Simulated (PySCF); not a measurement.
A side-by-side comparison of computed properties.

First species: C₄H₆ClFO.
Bonds: C1–C2, C2–C3, C2–F4, C2–C5, C5–O6 (double), C5–Cl7. Hydrogens: H8, H9, H10 on C1; H11, H12, H13 on C3.

Second species: C4H7N3.
Numbering: `[CH3:1][CH2:2][n:3]1[cH:4][cH:5][n:6][n:7]1` (hydrogens: H8, H9, H10 on C1; H11, H12 on C2; H13 on C4; H14 on C5)

Levels: CAM-B3LYP/def2-SVPD for dipole moment, HOMO energy, LUMO energy, HOMO–LUMO gap, static isotropic polarisability and electronic spatial extent ⟨r²⟩ about the centre of nuclear charge; TDDFT CAM-B3LYP/def2-SVPD for lowest singlet excitation; TDA CAM-B3LYP/def2-SVPD for lowest triplet excitation (Tamm–Dancoff); GFN2-xTB for rotational constant A and rotational constant C. Geometries: GFN2-xTB. Each structure is a single optimised conformer of the isolated species, non-relativistic unless stated; the electronic structure was computed with PySCF and density fitting.

The conformers computed, where there is a choice (atom-mapped SMILES and torsion angles):
- `[CH3:1][C:2]([CH3:3])([F:4])[C:5](=[O:6])[Cl:7]`: C1–C2–C5–O6 85°
- `[CH3:1][CH2:2][n:3]1[cH:4][cH:5][n:6][n:7]1`: C1–C2–N3–C4 77°

Values for the first species:

| Item | Value |
| --- | --- |
| Dipole moment | 2.51 D |
| HOMO energy | -10.07 eV |
| LUMO energy | -0.30 eV |
| HOMO–LUMO gap | 9.77 eV |
| Lowest singlet excitation | 4.99 eV |
| Lowest triplet excitation (Tamm–Dancoff) | 4.47 eV |
| Static isotropic polarisability | 65.8 au |
| Electronic spatial extent ⟨r²⟩ about the centre of nuclear charge | 879 bohr² |
| Rotational constant A | 3.075 GHz |
| Rotational constant C | 1.477 GHz |

Question: Estimate the same properties for the second species, and the change in each.

Answer: 
| property | first | second | second less first |
| --- | --- | --- | --- |
| dipole moment | 2.51 D | 4.80 D | +2.29 D |
| HOMO energy | -10.07 eV | -8.89 eV | +1.18 eV |
| LUMO energy | -0.30 eV | 0.94 eV | +1.24 eV |
| HOMO–LUMO gap | 9.77 eV | 9.83 eV | +0.06 eV |
| lowest singlet excitation | 4.99 eV | 5.82 eV | +0.83 eV |
| lowest triplet excitation (Tamm–Dancoff) | 4.47 eV | 4.75 eV | +0.28 eV |
| static isotropic polarisability | 65.8 au | 65.6 au | -0.2 au |
| electronic spatial extent ⟨r²⟩ about the centre of nuclear charge | 879 bohr² | 720 bohr² | -159 bohr² |
| rotational constant A | 3.075 GHz | 7.177 GHz | +4.102 GHz |
| rotational constant C | 1.477 GHz | 1.792 GHz | +0.315 GHz |

On the first: The principal polarisabilities are 57.1, 63.6 and 76.7 au; their mean is the isotropic value. The 8 singlets span 4.99 to 8.55 eV, and their oscillator strengths add up to 0.20.

On the second: The principal polarisabilities are 49.9, 65.2 and 81.8 au; their mean is the isotropic value. S1 lies 4.01 eV below the HOMO–LUMO gap; its leading configuration is HOMO−1→LUMO, weight 0.61.
